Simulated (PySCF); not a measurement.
Stepwise substitution at one centre (B Br-OH). Gas-phase values, no solvent. One relaxed conformer stands for each flexible species; it need not be the lowest. Strings in code marks are SMILES.

Level of theory: PBE-D3(BJ)/def2-TZVP // PBE0-D3(BJ)/def2-TZVP run with PySCF 2.14.0. Excitations are Tamm–Dancoff values on a coarser integration grid. The basis has no diffuse functions, so Rydberg states are missing or too high.

| species | HOMO–LUMO gap (eV) | S1 excitation (TDA) (eV) | S1–T1 gap (TDA) (eV) |
|---|---|---|---|
| 0 of 3 Br replaced by OH | [?] | 4.17 | 0.17 |
| 1 of 3 Br replaced by OH (`BrB(O)Br` (H–O–B–Br torsion 0°)) | 5.38 | 5.45 | 0.15 |
| 2 of 3 Br replaced by OH | 5.79 | 5.83 | [?] |
| 3 of 3 Br replaced by OH (`OB(O)O`) | 7.30 | [?] | 0.20 |

Question: Complete the blanks.

Answer: 
- 0 of 3 Br replaced by OH, HOMO–LUMO gap (eV): 4.09
- 2 of 3 Br replaced by OH, S1–T1 gap (TDA) (eV): 0.10
- 3 of 3 Br replaced by OH (`OB(O)O`), S1 excitation (TDA) (eV): 7.38
